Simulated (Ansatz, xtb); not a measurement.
**FH3INSi2: which of two conformers lies lower**

We compare I, `F[SiH2]N[Si]I`, a singlet, with II, `F[SiH2]N[Si]I`, a singlet. Both are isolated molecules in the gas phase, relaxed with B3LYP-D3(BJ)/def2-SVP.

I (Å):

```xyz
8

F     1.6288    1.4958    0.2287
I     4.5609   -0.5607   -4.3637
N     3.3539    0.0025   -1.3444
Si    2.6015    0.1931    0.2215
Si    2.8949   -1.1749   -2.5449
H     3.6365    0.4247    1.2559
H     1.7734   -1.0110    0.4604
H     4.1075    0.6586   -1.5615
```

II (Å):

```xyz
8

F    -1.6364   -0.1600    2.8364
I     0.8562    3.0032   -1.1199
N     0.1402    0.5559    0.9585
Si   -0.3020   -0.7063    2.0885
Si   -0.6764    2.0762    0.7004
H     0.7577   -0.9233    3.1047
H    -0.6329   -1.9717    1.3870
H     0.9712    0.3646    0.3935
```

Problem. Which of the two would you expect CCSD(T)/def2-SVP + ΔMP2/def2-TZVPP electronic energies to favour?

Solution. Structure I; the calculation gives E(II) − E(I) = +9.7 kJ/mol.

The same difference at several levels:

```json
{"level": "B3LYP-D3(BJ)/def2-SVP", "geometry": "B3LYP-D3(BJ)/def2-SVP", "E(II) − E(I) (kJ/mol)": "+9.2", "departure from the last row (kJ/mol)": "−0.5", "job, with rough time for the two": "optimisation, 83 s"}
{"level": "HF/def2-SVP", "geometry": "B3LYP-D3(BJ)/def2-SVP", "E(II) − E(I) (kJ/mol)": "+7.4", "departure from the last row (kJ/mol)": "−2.3", "job, with rough time for the two": "part of the CCSD(T) run"}
{"level": "MP2/def2-SVP", "geometry": "B3LYP-D3(BJ)/def2-SVP", "E(II) − E(I) (kJ/mol)": "+10.5", "departure from the last row (kJ/mol)": "+0.8", "job, with rough time for the two": "part of the CCSD(T) run"}
{"level": "CCSD(T)/def2-SVP", "geometry": "B3LYP-D3(BJ)/def2-SVP", "E(II) − E(I) (kJ/mol)": "+9.9", "departure from the last row (kJ/mol)": "+0.2", "job, with rough time for the two": "single point"}
{"level": "CCSD(T)/def2-SVP + ΔMP2/def2-TZVPP", "geometry": "B3LYP-D3(BJ)/def2-SVP", "E(II) − E(I) (kJ/mol)": "+9.7", "departure from the last row (kJ/mol)": "", "job, with rough time for the two": "single point, 38 s"}
```

None of the levels shown reverses the order. The largest departure from CCSD(T)/def2-SVP + ΔMP2/def2-TZVPP is that of HF/def2-SVP, 2.3 kJ/mol. Levels run at GFN2-xTB geometries aren't shown. The last row adds to CCSD(T) the change of the MP2 difference between the two basis sets, here −0.2 kJ/mol.

With harmonic frequencies from B3LYP-D3(BJ)/def2-SVP (ideal gas, rigid rotor, one conformer each, 298.15 K, 1 atm): on the last row, ΔE + ΔZPE = +8.5 kJ/mol. A mode under 50 cm⁻¹ makes harmonic enthalpies and free energies unreliable, so none is given.

The correlated steps freeze 16 core orbitals; the filled d shell of I is correlated, in a basis made for valence electrons. Atoms past krypton carry core potentials in the def2 sets and no spin–orbit term is included. Programs: Ansatz 0.2.0; the last row on 2 threads of Arm Neoverse V1 on a shared host.
